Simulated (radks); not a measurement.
The table gives one normalised radial function P(r) = r R(r) of Yb3+ in [Xe] 4f12 6d1 (r in bohr). Calculated with a radial shooting solver on a logarithmic mesh with Libxc functionals: scalar-relativistic Kohn-Sham, PBE, spin-polarised, spherical densities, finite nucleus; open shells are filled with parallel spins first (spin-orbit coupling, left out, can overturn this in heavy ions); Fermi nuclear charge, rms radius 5.3108 fm.

r           P
0.002934   0.0084
0.003443   0.0110
0.004008   0.0142
0.004703   0.0184
0.005519   0.0239
0.006425   0.0305
0.00754    0.0393
0.008778   0.0497
0.0103     0.0631
0.01209    0.0795
0.01407    0.0979
0.01651    0.1203
0.01923    0.1442
0.02256    0.1711
0.02648    0.1980
0.03082    0.2209
0.03617    0.2383
0.04211    0.2437
0.04941    0.2318
0.05753    0.1984
0.06751    0.1358
0.07922    0.0449
0.09223   -0.0619
0.1082    -0.1817
0.126     -0.2812
0.1479    -0.3423
0.1735    -0.3306
0.202     -0.2366
0.237     -0.0565
0.276      0.1597
0.3238     0.3748
0.377      0.5018
0.4424     0.4973
0.5192     0.3308
0.6044     0.0490
0.7093    -0.3112
0.8257    -0.6367
0.969     -0.8887
1.137     -1.0026
1.324     -0.9760
1.553     -0.8342
1.808     -0.6388
2.122     -0.4254
2.491     -0.2468
2.899     -0.1257
3.402     -0.0537
3.961     -0.0201
4.648     -0.0057
5.411     -0.0013
6.35      -0.0002
7.452     0.0000
8.675     0.0000
10.18     0.0000
11.85     0.0000
13.91     0.0000

Which n and l does it have? It may be an empty orbital.

Answer. n = 5, l = 1: the number of nodes gives n - l - 1 = 3, the rise at small r (about r^(l+1), flatter next to the nucleus through relativity) gives l, and the extent must fit the shell. The curve is that of 5p up; the table hardly tells the two spins apart. 5p up: eigenvalue -67.098 eV, 3 radial nodes at r = 0.0847, 0.247, 0.618 bohr, <r> = 1.34 bohr, 90 % of the charge inside 1.95 bohr.
